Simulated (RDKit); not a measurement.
RDKit input (MMFF94):

```python
from rdkit import Chem
from rdkit.Chem import AllChem, rdDetermineBonds

mol = Chem.MolFromXYZFile('mol.xyz')
rdDetermineBonds.DetermineBonds(mol, charge=-1)
print('SMILES', Chem.MolToSmiles(Chem.RemoveHs(mol)))
ff = AllChem.MMFFGetMoleculeForceField(mol, AllChem.MMFFGetMoleculeProperties(mol))
e0 = ff.CalcEnergy()
flag = ff.Minimize(maxIts=5000, forceTol=1e-5)
print(f'energy {e0:.4f} -> {ff.CalcEnergy():.4f} kcal/mol, converged: {flag == 0}')
print(Chem.MolToXYZBlock(mol))
```
mol.xyz:
```
4

I     -1.85979164     0.09530544     0.01461599
C     -0.00420179    -1.24815986     0.21982951
I      1.86058508     0.07601455    -0.02380418
H     -0.01684171    -1.59100025    -0.83200298
```

From the last part of the output:

```
SMILES I[CH-]I
energy 19.1259 -> 0.0091 kcal/mol, converged: True
4

I     -1.747307    0.056507    0.167894
C     -0.007138   -0.883506   -0.247933
I      1.750872    0.038208    0.132296
H     -0.016677   -1.879049   -0.673618
```

The dipole moment of an ion depends on the origin.
